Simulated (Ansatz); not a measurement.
# Interaction energy ladder

The pair of H2O (SMILES O, atoms 1–3) and GeH4 (SMILES [GeH4], atoms 4–8), both closed shells, in one local arrangement (a lower one may exist), relaxed at PBE0-D4/def2-TZVP:

```xyz
8
angstrom
O 0.1814 -0.5415 -1.8934
H -0.5357 -0.0772 -2.3313
H 0.9799 -0.0812 -2.1617
Ge -0.1246 0.1310 1.2638
H 1.3625 0.1398 0.8893
H -0.8739 1.2020 0.4589
H -0.2531 0.4769 2.7592
H -0.7365 -1.2499 1.0151
```

Computed with Ansatz 0.2.0 (basis: def2-TZVPPD, with def2-QZVPPD for the basis limit); correlated methods freeze the cores. Filled d shells of the heavier atoms are correlated. The def2 sets are not built for correlating such inner shells, so the correlated values are less sure here. B3LYP uses VWN-RPA correlation. Extrapolation: Hartree–Fock as exp(−7.88 √X), correlation as X^−2.97. Interaction energies count from these two fragments, frozen as in the pair, with the counterpoise correction; negative means bound.

(1) What is the interaction energy by CCSD(T) at an estimated basis limit (MP2 extrapolated from triple and quadruple zeta, plus CCSD(T) − MP2 in triple zeta)? (To be estimated.)

No T1 diagnostic of these runs exceeds 0.012.

Answers

(1) The calculation gives: -5.5 kJ/mol. Hartree–Fock alone gives -0.3 kJ/mol at the basis limit. It counts from the two fragments frozen as in the pair.

The same quantity by other methods in triple zeta, and each one's difference from that estimate:
```csv
method,E_int (kJ/mol),difference
PBE-D4,-5.9,-0.4
revPBE-D4,-4.0,1.5
BLYP-D4,-4.1,1.4
r2SCAN-D4,-6.1,-0.6
B97M-V,-7.2,-1.7
PBE0-D4,-5.7,-0.2
B3LYP-D4,-5.1,0.4
HSE06-D4,-5.7,-0.2
wB97X-V,-6.2,-0.6
wB97M-V,-6.4,-0.9
B2PLYP,-2.5,3.0
HF,-0.4,5.2
MP2,-4.5,1.0
CCSD,-4.0,1.5
CCSD(T),-4.8,0.7
```
Differences are method less estimate.

Basis-set superposition shift (counterpoise-corrected less uncorrected): CCSD(T) 2.4; MP2 2.4; HF 0.4; PBE0-D4 0.3; wB97M-V 0.4 kJ/mol.

For scale, one of the runs: CCSD(T)/def2-TZVPPD, 196 basis functions, launched by `ansatz run in.yaml --threads 4 --pin off --events-out ev --progress --plain --max-ram 9574MiB`. Hardware: 4 CPU threads of an Intel Xeon Platinum 8124M, shared host. Wall time 27 s; peak host memory 2.3 GiB.
